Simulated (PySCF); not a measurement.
Dipole moment and polarisability of `Cc1cpc(F)s1`

Species: C₄H₄FPS.
Structure used (GFN2-xTB), in Å, numbered top down from 1:
```xyz
11
C4H4FPS angstrom
C     -1.7189   -0.4177   -0.2485
C     -0.2839   -0.0700   -0.0449
C      0.1929    1.0020    0.6287
P      1.9382    1.2417    0.7633
C      2.2357   -0.1790   -0.1388
F      3.4609   -0.6297   -0.4364
S      0.9120   -1.1266   -0.7258
H     -1.9385   -1.3961    0.1774
H     -2.3554    0.3239    0.2271
H     -1.9551   -0.4553   -1.3112
H     -0.4825    1.7094    1.0833
```

Level: CAM-B3LYP/def2-SVPD (PySCF), static field, nuclei fixed, core orbitals frozen in the response. The polarisability tensor in these axes (au):

```
x   102.14   6.30   3.49
y     6.30  90.17  19.79
z     3.49  19.79  70.58
```

Task: Diagonalise the tensor; give its mean and Δα, where Δα² is half the sum of the squared differences of the eigenvalues.

Result: Principal values 58.29, 95.11 and 109.50 au; mean 87.63 au = 12.99 Å³ = 14.45 × 10⁻⁴⁰ C²·m²/J; Δα = 45.75 au (52 % of the mean).

Task: What is the dipole moment, and where does it point?

Result: (-2.96, -0.22, -0.11) D, 2.97 D in size, pointing from the negative to the positive side. Measured along this direction, the outermost atoms are F6 at the negative end and H9 at the positive end.

Task: What would n − 1 = 2πNα be for an ideal gas of these molecules at 273.15 K and 1 atm, electronic part alone?

Result: N = p/kT = 2.6868 × 10¹⁹ cm⁻³, so n − 1 = 2π × N × 12.99 × 10⁻²⁴ cm³ = 2192 × 10⁻⁶ at long wavelengths.

Task: In TDDFT the mean static polarisability is Σ f/ω² over all singlet excitations (ω in hartree). How much of it do the 8 lowest give? Their energies (eV) and oscillator strengths: 4.72, 0.0700; 5.14, 0.0002; 5.28, 0.0467; 5.58, 0.0074; 5.95, 0.0002; 6.26, 0.2862; 6.30, 0.0073; 6.72, 0.0010.

Result: They add up to 9.31 au, 10.6 % of the 87.63 au; the largest single term is 5.41 au, from the state at 6.26 eV. Terms in order: 2.33, 0.01, 1.24, 0.17, 0.00, 5.41, 0.14, 0.02 au. Higher excitations give the rest. The strengths listed sum to 0.419.

Task: Give the eigenvalues of the traceless quadrupole moment Θ = ½Σq(3rr − r²1), origin at the centre of nuclear charge.

Result: -2.56, -0.07, 2.63 D·Å. The values depend on the origin, since the dipole doesn't vanish. The electronic extent ⟨r²⟩ about the same centre is 1015 bohr², a root-mean-square distance of 2.04 Å for the 68 electrons.

Geometry: GFN2-xTB; no solvent, vibrations or thermal averaging.
